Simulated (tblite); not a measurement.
Compound: C₈H₁₀B₂.
Numbering: `[BH2:1]/[C:2]1=[CH:3]/[CH:4]=[CH:5]\[CH:6]=[CH:7]/[BH:8][C:9]1=[CH2:10]` (hydrogens: H11, H12 on B1; H13 on C3; H14 on C4; H15 on C5; H16 on C6; H17 on C7; H18 on B8; H19, H20 on C10)

Computed with GFN2-xTB (tblite), gas phase: L-BFGS steps from a force-field or distance-geometry start until the largest atomic force falls under 0.01 eV/Å.

Step 15: E = -667.9337 eV
```
atom  x, y, z in Å  |  force x, y, z in eV/Å
B1     -2.4725    1.1652   -0.5445   -0.079   0.088  -0.022
C2     -1.0762    0.6055   -0.1126    0.039   0.079  -0.006
C3     -0.1808    1.5729    0.2103    0.008  -0.015   0.063
C4      1.1809    1.6447    0.6556    0.073  -0.029  -0.059
C5      2.2850    0.8663    0.5612   -0.004   0.000  -0.009
C6      2.5693   -0.4069   -0.0265   -0.087  -0.085  -0.052
C7      1.7817   -1.4391   -0.4075   -0.061   0.005   0.045
B8      0.2780   -1.7469   -0.3338   -0.036  -0.039  -0.053
C9     -0.9718   -0.8580   -0.0510    0.029  -0.003   0.028
C10    -2.1422   -1.4968    0.1537    0.050   0.009   0.030
H11    -3.1421    1.6919    0.2598   -0.025   0.018  -0.021
H12    -2.8202    1.1764   -1.6632    0.060  -0.158   0.045
H13    -0.6095    2.5756    0.1788    0.006  -0.041  -0.046
H14     1.3897    2.6159    1.0985   -0.058  -0.029   0.061
H15     3.1839    1.3236    0.9652   -0.028   0.020   0.036
H16     3.6396   -0.5640   -0.1382    0.035   0.040   0.007
H17     2.3567   -2.2870   -0.7723    0.035   0.011  -0.039
H18     0.0171   -2.8780   -0.5586   -0.001   0.080  -0.006
H19    -3.0757   -0.9796    0.3270    0.033   0.092  -0.008
H20    -2.1962   -2.5709    0.1950    0.010  -0.042   0.006
```

Step 16: E = -667.9370 eV
```
atom  x, y, z in Å  |  force x, y, z in eV/Å
B1     -2.4720    1.1600   -0.5447   -0.095   0.116  -0.045
C2     -1.0723    0.6083   -0.1143   -0.017   0.048   0.035
C3     -0.1760    1.5728    0.2142   -0.056  -0.039  -0.007
C4      1.1840    1.6426    0.6594    0.087  -0.037  -0.040
C5      2.2889    0.8647    0.5668   -0.040   0.034  -0.039
C6      2.5708   -0.4058   -0.0263   -0.067  -0.075  -0.036
C7      1.7793   -1.4347   -0.4065   -0.082  -0.049   0.022
B8      0.2745   -1.7430   -0.3342    0.011  -0.070  -0.056
C9     -0.9738   -0.8548   -0.0483    0.072  -0.043   0.009
C10    -2.1435   -1.4955    0.1529    0.045   0.016   0.061
H11    -3.1432    1.6951    0.2542   -0.002   0.001  -0.029
H12    -2.8232    1.1573   -1.6627    0.060  -0.157   0.052
H13    -0.6062    2.5739    0.1737    0.031  -0.009  -0.019
H14     1.3892    2.6126    1.1035   -0.032   0.007   0.080
H15     3.1854    1.3274    0.9679    0.004  -0.003   0.047
H16     3.6403   -0.5661   -0.1441    0.027   0.054   0.019
H17     2.3532   -2.2822   -0.7756    0.022   0.013  -0.038
H18     0.0125   -2.8741   -0.5656    0.013   0.112   0.001
H19    -3.0762   -0.9778    0.3249    0.003   0.099  -0.002
H20    -2.1968   -2.5700    0.2017    0.015  -0.017  -0.012
```

Step 17: E = -667.9407 eV
```
atom  x, y, z in Å  |  force x, y, z in eV/Å
B1     -2.4720    1.1568   -0.5458   -0.068   0.096  -0.048
C2     -1.0688    0.6119   -0.1158   -0.084  -0.008   0.071
C3     -0.1710    1.5721    0.2184   -0.081  -0.047  -0.075
C4      1.1886    1.6397    0.6633    0.008   0.005  -0.009
C5      2.2929    0.8631    0.5724   -0.010   0.038  -0.064
C6      2.5720   -0.4051   -0.0267   -0.077  -0.085  -0.026
C7      1.7751   -1.4312   -0.4055   -0.013  -0.034   0.009
B8      0.2706   -1.7394   -0.3351    0.044  -0.067  -0.046
C9     -0.9750   -0.8517   -0.0447    0.066  -0.065  -0.011
C10    -2.1446   -1.4938    0.1533    0.044   0.033   0.085
H11    -3.1446    1.6985    0.2476    0.009   0.001  -0.029
H12    -2.8261    1.1320   -1.6618    0.048  -0.143   0.037
H13    -0.6015    2.5718    0.1677    0.056   0.030   0.010
H14     1.3880    2.6088    1.1106   -0.001   0.026   0.088
H15     3.1873    1.3313    0.9717    0.023  -0.039   0.047
H16     3.6411   -0.5670   -0.1503    0.006   0.057   0.025
H17     2.3493   -2.2759   -0.7800    0.009  -0.005  -0.040
H18     0.0074   -2.8680   -0.5740    0.015   0.097  -0.001
H19    -3.0766   -0.9741    0.3223   -0.009   0.088   0.004
H20    -2.1972   -2.5690    0.2091    0.017   0.023  -0.027
```

Q: Estimate the geometry and energy of step 18. (The exact step hangs on the optimiser's Hessian estimate; all steps are aligned on step 17, rigid shifts and turns removed.)

A: E = -667.9445 eV, largest force 0.176 eV/Å
```
atom  x, y, z in Å  |  force x, y, z in eV/Å
B1     -2.4726    1.1556   -0.5480   -0.014   0.035  -0.031
C2     -1.0666    0.6152   -0.1161   -0.134  -0.071   0.089
C3     -0.1667    1.5707    0.2214   -0.072  -0.020  -0.114
C4      1.1930    1.6371    0.6675   -0.040   0.020   0.015
C5      2.2977    0.8616    0.5773   -0.031   0.055  -0.077
C6      2.5720   -0.4054   -0.0274   -0.018  -0.018   0.008
C7      1.7704   -1.4277   -0.4043    0.041  -0.059  -0.025
B8      0.2671   -1.7365   -0.3366    0.065  -0.022  -0.023
C9     -0.9755   -0.8493   -0.0408    0.047  -0.041  -0.026
C10    -2.1450   -1.4914    0.1554    0.009   0.031   0.103
H11    -3.1462    1.7020    0.2400    0.009   0.019  -0.025
H12    -2.8288    1.1015   -1.6606    0.027  -0.120   0.004
H13    -0.5951    2.5702    0.1615    0.069   0.059   0.034
H14     1.3868    2.6049    1.1199    0.020   0.027   0.084
H15     3.1899    1.3343    0.9767    0.034  -0.080   0.039
H16     3.6419   -0.5668   -0.1564   -0.037   0.049   0.027
H17     2.3450   -2.2691   -0.7855   -0.001  -0.029  -0.042
H18     0.0023   -2.8599   -0.5834    0.009   0.036  -0.013
H19    -3.0771   -0.9687    0.3196    0.006   0.062   0.011
H20    -2.1976   -2.5675    0.2167    0.013   0.066  -0.036
```

The energy changes by -0.0039 eV. The first-order estimate −F·Δx gives -0.0052 eV and the mean of the old and new forces, exact on a quadratic surface, -0.0039 eV. The step makes an angle of 72° with the force vector and moves no atom by more than 0.031 Å.

What follows is the cost of the whole relaxation. The run took 2.0 s wall on one thread of an Arm Neoverse N1, no GPU, shared host.
